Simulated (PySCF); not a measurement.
**Spin-rotation constants: `s1cpc(OC)c1OC`, C$_{5}$H$_{7}$O$_{2}$PS**

Cartesian coordinates in Å; atom numbers follow the order of the lines, from 1:
```xyz
16

C    -2.6650   -1.2084   -0.2827
O    -1.2728   -1.1957   -0.1130
C    -0.7062    0.0458   -0.1013
P    -1.6127    1.5666   -0.2822
C    -0.2162    2.5275   -0.1494
S     1.2966    1.7557    0.0693
C     0.6544    0.1484    0.0625
O     1.4482   -0.9335    0.2058
C     2.8198   -0.6921    0.4003
H    -3.1670   -0.6652    0.5279
H    -2.9661   -2.2542   -0.2675
H    -2.9514   -0.7535   -1.2394
H    -0.2046    3.6004   -0.1962
H     3.2879   -1.6695    0.4969
H     2.9947   -0.1065    1.3098
H     3.2528   -0.1569   -0.4523
```

The calculation used GIAO KT3/pcSseg-1 magnetisability, rotational g tensor and spin-rotation constants, non-relativistic, gas phase in PySCF 2.14.0. Geometry: GFN2-xTB.

Task: Give the nuclear spin-rotation constants along the inertial axes (H = +C I·J) beside the isotropic shieldings.

Result: Rotational constants 1.6928, 1.1100, 0.6762 GHz. A star marks the isotopologue with that one atom substituted, in its own axes.
| atom | isotope | Caa (kHz) | Cbb (kHz) | Ccc (kHz) | mean (kHz) | σ (ppm) |
| --- | --- | --- | --- | --- | --- | --- |
| P4 | 31P | 3.271 | 2.807 | 0.894 | 2.324 | 182.0 |
| H10 | 1H | -0.142 | -0.067 | -0.001 | -0.070 | 27.8 |
| H11 | 1H | -0.151 | 0.053 | -0.067 | -0.055 | 27.4 |
| H12 | 1H | -0.141 | -0.068 | -0.001 | -0.070 | 27.7 |
| H13 | 1H | -0.162 | 0.124 | -0.080 | -0.039 | 24.8 |
| H14 | 1H | -0.151 | 0.049 | -0.068 | -0.056 | 27.4 |
| H15 | 1H | -0.151 | -0.072 | 0.000 | -0.074 | 27.9 |
| H16 | 1H | -0.144 | -0.067 | -0.005 | -0.072 | 27.9 |
| C1 | 13C* | 0.252 | 0.270 | 0.164 | 0.229 | 121.4 |
| O2 | 17O* | -0.427 | -0.134 | -0.049 | -0.203 | 216.3 |
| C3 | 13C* | 0.732 | 0.446 | 0.170 | 0.449 | 25.0 |
| C5 | 13C* | 0.519 | 0.537 | 0.078 | 0.378 | 63.8 |
| S6 | 33S* | 0.639 | 0.452 | 0.207 | 0.432 | 271.8 |
| C7 | 13C* | 0.639 | 0.460 | 0.174 | 0.424 | 32.3 |
| O8 | 17O* | -0.420 | -0.138 | -0.049 | -0.202 | 215.8 |
| C9 | 13C* | 0.238 | 0.267 | 0.165 | 0.223 | 123.6 |

For the geometry as given, no vibrational averaging.
